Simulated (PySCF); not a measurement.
# Hartree-Fock beside MP2: B2FH3

These are calculations, not measurements. They come from PySCF 2.14.0, an open-source quantum chemistry program, on an isolated molecule that a program drew, which may never have been made. The molecule is B2FH3 (charge 0, singlet), drawn as the SMILES string `BBF`.

The geometry was optimised and harmonic frequencies were computed with HF and MP2, all in the cc-pVDZ basis, for the commonest isotopes, with a restricted reference for singlets and an unrestricted one otherwise, and a frozen core in MP2. Each result is a local minimum of its method.

Geometry at the HF minimum:
```xyz
6
B2FH3, angstrom
B    -1.1269    0.5310    0.7107
B    -1.4492   -0.4526   -0.6436
F    -1.8141    0.0817   -1.8132
H    -1.9877    0.8141    1.5001
H    -0.0200    0.9376    0.9420
H    -1.3668   -1.6548   -0.6184
```

Lengths of the bonds as drawn, in Å (atoms numbered as above):
```
 bond     HF    MP2
B1-B2  1.705  1.704
B2-F3  1.337  1.350
B1-H4  1.202  1.208
B1-H5  1.202  1.208
B2-H6  1.205  1.214
```

Rotational constants, in GHz:
```
constant     HF    MP2
       A   51.3  51.64
       B    8.3  8.156
       C  7.599  7.488
```

Harmonic frequencies in cm^-1, each column in rising order, so a row needn't be the same motion in every method:
```
rank    HF   MP2
   1   260   263
   2   295   273
   3   505   477
   4   778     ?
   5   999   956
   6  1020   985
   7  1153  1111
   8  1254  1203
   9  1374  1336
  10  2664  2614
  11  2689  2632
  12  2735  2700
```

**Estimate the missing MP2 frequency from the HF column.**

A single factor s that minimises the squared misfit of MP2 against s times HF over the other rows is sum(HF x MP2) / sum(HF^2) = 0.9778, with an rms misfit of 16 cm^-1. For rank 4 it gives 0.9778 x 778 = 761 cm^-1. The calculation gives 755 cm^-1, 6 cm^-1 below the estimate. The drawn bonds are on average 0.5 % longer in MP2 than in HF.
